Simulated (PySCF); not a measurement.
# How methods differ on the ionisation energy of V²¹⁺

V²¹⁺ 1s2 → V²²⁺ 1s1 [1s1/2^1, M_J = 1/2], as a difference of total energies. All numbers are calculated (PySCF 2.14, the two-component X2C-1e Hamiltonian, in an even-tempered Gaussian basis (15 s from 22 bohr⁻², ratio 2.4; 9 p from 29 bohr⁻², ratio 2.4; 3 d from 93 bohr⁻², ratio 2.6; 3 f from 140 bohr⁻², ratio 2.6)). Correlated levels: nothing frozen; the 28 highest virtual spinors dropped. "Screened" scales the spin-orbit matrix elements by Boettger's factors to mimic the two-electron term; Breit and QED terms are absent.

```
                    method  ionisation energy (eV)
 GHF (screened spin-orbit)                  6854.5
GMP2 (screened spin-orbit)                  6855.8
     GHF (bare spin-orbit)                  6854.5
    GMP2 (bare spin-orbit)                  6855.8
```

For comparison: 6851.3 eV (theoretical estimate listed by NIST; NIST Atomic Spectra Database, ionization energies).
